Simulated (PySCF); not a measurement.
# Spin-rotation constants: `C=C(C)OCC(N)=O`, C5H9NO2

Geometry (Å), atoms numbered from 1 in this order:
```xyz
17

C    -1.9226   -0.5869   -0.8663
C    -1.2423    0.2641   -0.1115
C    -1.8445    1.4799    0.5277
O     0.0892    0.1755    0.2016
C     0.8222   -0.9100   -0.3138
C     2.2809   -0.8425    0.1397
N     2.5683    0.2117    0.9218
O     3.0872   -1.6805   -0.1920
H    -2.9673   -0.4233   -1.0510
H    -1.4892   -1.4573   -1.3223
H    -1.7283    1.4262    1.6090
H    -1.3313    2.3748    0.1799
H    -2.8987    1.5541    0.2833
H     0.4056   -1.8671    0.0282
H     0.8097   -0.9098   -1.4120
H     1.8485    0.8712    1.1608
H     3.5054    0.3321    1.2659
```

Computed, not measured: PySCF, GIAO KT1/MINI magnetisability, rotational g tensor and spin-rotation constants, non-relativistic, gas phase. Geometry: GFN2-xTB.

Problem. Give the nuclear spin-rotation constants along the inertial axes (H = +C I·J) beside the isotropic shieldings.

Solution. Rotational constants 4.9342, 1.0649, 0.8855 GHz. A star marks the isotopologue with that one atom substituted, in its own axes.
```csv
atom,isotope,Caa (kHz),Cbb (kHz),Ccc (kHz),mean (kHz),σ (ppm)
N7,14N,0.428,0.032,0.031,0.164,206.4
H9,1H,0.295,-0.124,-0.126,0.015,26.2
H10,1H,-0.235,-0.012,-0.126,-0.125,26.4
H11,1H,-0.630,-0.089,-0.027,-0.249,28.5
H12,1H,-0.630,-0.089,-0.027,-0.249,28.5
H13,1H,0.059,-0.131,-0.118,-0.064,28.7
H14,1H,-0.582,-0.066,-0.021,-0.223,26.4
H15,1H,-0.582,-0.066,-0.021,-0.223,26.4
H16,1H,0.036,-0.079,-0.116,-0.053,25.0
H17,1H,0.054,-0.086,-0.129,-0.054,25.8
C1,13C*,1.246,0.203,0.058,0.502,144.3
C2,13C*,1.482,0.286,0.102,0.624,105.0
C3,13C*,0.458,0.095,0.089,0.214,193.8
O4,17O*,-0.862,-0.155,-0.011,-0.342,257.2
C5,13C*,0.670,0.173,0.116,0.320,161.6
C6,13C*,1.095,0.264,0.092,0.484,128.6
O8,17O*,-3.466,-0.588,0.044,-1.337,-98.6
```
For the geometry as given, no vibrational averaging.
